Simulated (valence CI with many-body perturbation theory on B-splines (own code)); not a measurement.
**Ir XLVI in brief**

Calculated by relativistic CI+MBPT: four valence electrons over a frozen Dirac-Fock core [Ar] 3d10, radial functions for each j: 9 s, 9 p, 8 d, 6 f, 3 g, 1 h, with the one-electron correlation potential Σ1, the two-electron term Σ2, the three-electron term Σ3, Breit, model QED; selected CI, second order for the rest, scaled by the run's own slope (own B-spline code, finite nucleus).

No measured spectrum was set against this ion. As an estimate, large intervals hold to a few tenths of a per cent, small ones and those within an open d or f shell to about a per cent.

Levels are named by their leading jj configuration (3d3/2^4 stands for four electrons in 3d with j = 3/2), which in mixed levels can hold well under half, so a name can repeat and another be missing.

Rates and lifetimes use the calculated energies. Strong lines usually hold to 10 to 20 %, long lifetimes can be off by a factor of two.

(1) What is the ground level?

(2) How well does LS coupling describe the low levels?

(3) Where does the other parity begin?

(4) What are the static dipole polarisabilities of the lowest levels?

(5) Among levels below 484.68 eV, which E1 lines absorb most strongly from the ground level?

Answers

(1) (4s^2 4p1/2^2) J=0, composition 70 % 4s2.4p2 3P + 30 % 4s2.4p2 1S.

(2) Among the lowest 20 levels the leading LS term, summed over configurations, holds 59 % on average. For single configurations the figures are 58 % in LS and 94 % in jj coupling. Terms mix most in the J = 2 level at 386.80 eV, where the leading one holds 29 %.

(3) At (4s 4p1/2^2 4p3/2) J=2, 218.11 eV.

(4) (4s^2 4p1/2^2) J=0 0.0240 bohr³, of which the core gives 0.00171.

(5) to (4s^2 4p1/2 4d3/2) J=1 at 4.168 nm, f = 1.67; to (4s 4p1/2^2 4p3/2) J=1 at 5.306 nm, f = 0.562; to (4s 4p1/2 4p3/2^2) J=1 at 3.521 nm, f = 0.00603.
